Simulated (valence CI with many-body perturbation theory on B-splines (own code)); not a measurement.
# Tb41+: magnetic and hyperfine properties of the levels

Computed by configuration interaction combined with many-body perturbation theory (CI+MBPT): six valence electrons over a frozen Dirac-Fock core [Ar], radial functions for each j: 7 s, 7 p, 8 d, 6 f, 4 g, 1 h, with the one-electron correlation potential Σ1 (screened to all orders), the two-electron term Σ2, the three-electron term Σ3, Breit, model QED; selected single and double excitations, second order for the rest, scaled by the run's own slope (own B-spline code, finite nucleus).

The last digits are not significant, and no measured levels were compared; by estimate large intervals hold to a few tenths of a per cent, small ones and those within an open d or f shell to about a per cent. Core correlation moves these levels by up to 9700 cm⁻¹, and in measured spectra 5 to 20 % of such shifts remained as error; rates that hang on mixing are uncertain with them. Among the levels kept, up to 990 cm⁻¹ of a level comes from second order outside the variational space, and about a tenth of that is noise between levels of different J, which matters for small intervals. Only levels of the ground parity were solved; by the run's estimate the other parity begins above the list, which can be wrong where configurations are misplaced.

A/g_I is the dipole constant over the nuclear g factor μ/I (μ in nuclear magnetons, uniformly magnetised nucleus), B/Q the quadrupole constant per barn. Both hold the static response of the core; the bare values leave it out. Large factors of s and p1/2 electrons are usually good to 5 to 10 %; those of open d and f shells near neutrality can be off by tens of per cent, and small factors of p3/2, d and f electrons come from cancelling terms and can be off by a factor of two or in sign, in half-filled shells by more. B is blank for J = 1/2, where it vanishes, and for nearly pure S terms. Energies count from the lowest level. Levels with J = 0 are left out.

Levels are named by their leading jj configuration (3d3/2^4 stands for four electrons in 3d with j = 3/2), which in mixed levels can hold well under half, so a name can repeat and another be missing. Letters in brackets count levels of one name in rising energy.

| Level | E (cm⁻¹) | g | A/g_I (MHz) | A/g_I bare | B/Q (MHz/b) | B/Q bare |
| --- | --- | --- | --- | --- | --- | --- |
| (3d3/2^4 3d5/2^2) J=4 | 0 | 1.278 | 22300 | 23000 | 41400 | 42000 |
| (3d3/2^4 3d5/2^2) J=2 | 49921 | 1.303 | 22000 | 22700 | -21200 | -21400 |
| (3d3/2^3 3d5/2^3) J=3 [a] | 250490 | 1.376 | 13700 | 14500 | 4190 | 4230 |
| (3d3/2^3 3d5/2^3) J=4 [a] | 269820 | 1.160 | 25100 | 25500 | 33700 | 34200 |
| (3d3/2^3 3d5/2^3) J=1 [a] | 281960 | 1.333 | 21500 | 22300 | -15700 | -15900 |
| (3d3/2^3 3d5/2^3) J=5 | 322770 | 1.125 | 29900 | 30200 | 18600 | 18900 |
| (3d3/2^3 3d5/2^3) J=6 | 323060 | 1.108 | 33100 | 33500 | -37000 | -37500 |
| (3d3/2^3 3d5/2^3) J=2 [a] | 364830 | 0.953 | 40900 | 40900 | -30400 | -30800 |
| (3d3/2^3 3d5/2^3) J=3 [b] | 373300 | 1.051 | 36500 | 36700 | 15100 | 15300 |
| (3d3/2^3 3d5/2^3) J=2 [b] | 456900 | 1.122 | 31300 | 31600 | 45900 | 46500 |
| (3d3/2^3 3d5/2^3) J=4 [b] | 459700 | 1.039 | 37300 | 37400 | -24300 | -24700 |
| (3d3/2^3 3d5/2^3) J=1 [b] | 464320 | 1.101 | 21600 | 21900 | 30700 | 31100 |
| (3d3/2^3 3d5/2^3) J=3 [c] | 485150 | 1.064 | 36600 | 36800 | -48800 | -49500 |
| (3d3/2^2 3d5/2^4) J=2 [a] | 547870 | 1.438 | 4050 | 5040 | -3800 | -3840 |
| (3d3/2^2 3d5/2^4) J=4 [a] | 591250 | 1.090 | 31900 | 32200 | 4830 | 4950 |
| (3d3/2^2 3d5/2^4) J=3 [a] | 617090 | 1.202 | 22100 | 22600 | -20800 | -21100 |
| (3d3/2^2 3d5/2^4) J=5 | 618360 | 1.093 | 33900 | 34200 | -29100 | -29400 |
| (3d3/2^2 3d5/2^4) J=6 | 643560 | 1.043 | 36900 | 37000 | -42600 | -43100 |
| (3d3/2^2 3d5/2^4) J=3 [b] | 659850 | 0.949 | 42700 | 42700 | 2290 | 2330 |
| (3d3/2^2 3d5/2^4) J=1 | 687500 | 1.043 | 38600 | 38800 | -14200 | -14400 |
| (3d3/2^2 3d5/2^4) J=4 [b] | 699660 | 1.050 | 38000 | 38200 | -1700 | -1740 |
| (3d3/2^2 3d5/2^4) J=2 [b] | 705020 | 1.048 | 36800 | 37000 | -27200 | -27600 |
| (3d3/2^2 3d5/2^4) J=2 [c] | 779910 | 0.844 | 50500 | 50300 | -5670 | -5730 |
| (3d3/2^2 3d5/2^4) J=4 [c] | 806560 | 1.155 | 27400 | 27900 | -41400 | -42000 |
| (3d3/2 3d5/2^5) J=1 | 883010 | 1.493 | -3860 | -2750 | -9080 | -9190 |
| (3d3/2^2 3d5/2^4) J=2 [d] | 936080 | 1.016 | 37900 | 38100 | 50700 | 51400 |
| (3d3/2 3d5/2^5) J=4 | 973690 | 1.022 | 38200 | 38300 | -21900 | -22100 |
| (3d3/2 3d5/2^5) J=2 | 1012500 | 1.212 | 25600 | 26100 | -51500 | -52200 |
| (3d3/2 3d5/2^5) J=3 | 1025100 | 1.061 | 35100 | 35300 | -47800 | -48400 |

**Question.** Take the isotope of mass number 157, with I = 3/2, μ = 2.03 μN and Q = 1.4 b. What is the hyperfine structure of (3d3/2^3 3d5/2^3) J=2 [a]?

**Answer.** From the table A = 55300 MHz, B = -42600 MHz. Shifts from the centre of gravity in MHz: F = 1/2: -286000, F = 3/2: -166000, F = 5/2: -1020, F = 7/2: 155000.
